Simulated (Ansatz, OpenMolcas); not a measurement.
## C2H6AlCl (dimethylaluminum chloride): methods side by side

C2H6AlCl has 10 atoms, charge 0, and is taken as a singlet. SMILES: `[CH3][Al]([CH3])[Cl]`. Geometry: relaxed at PBE0-D4/def2-TZVP.

```csv
atom,x (Å),y (Å),z (Å)
C,-0.5177,1.3582,-0.9892
Al,-0.2523,-0.4466,-0.3224
C,0.7422,-0.9322,1.2735
Cl,-1.1123,-2.0382,-1.4154
H,-1.1214,1.3838,-1.8983
H,-1.0102,1.9814,-0.2354
H,0.4438,1.8356,-1.2060
H,0.1024,-1.4712,1.9793
H,1.1587,-0.0633,1.7888
H,1.5669,-1.6075,1.0252
```

Quantity: the HOMO–LUMO gap, in eV. The values are calculated.

```
         level             kind     program  value (eV)
 SVWN5/cc-pVDZ              LDA  OpenMolcas        5.03
  BLYP/cc-pVDZ              GGA      Ansatz        5.10
   PBE/cc-pVDZ              GGA      Ansatz        5.12
revPBE/cc-pVDZ              GGA  OpenMolcas        5.18
  TPSS/cc-pVDZ         meta-GGA  OpenMolcas        5.36
 B3LYP/cc-pVDZ    global hybrid  OpenMolcas        6.76
M06-2X/cc-pVDZ  hybrid meta-GGA  OpenMolcas        8.93
B2PLYP/cc-pVDZ    double hybrid  OpenMolcas        9.40
```

The values span 5.03 to 9.40 eV. Orbital gaps aren't excitation energies, and those of double hybrids come from the SCF part alone; they tend to grow with the share of exact exchange.
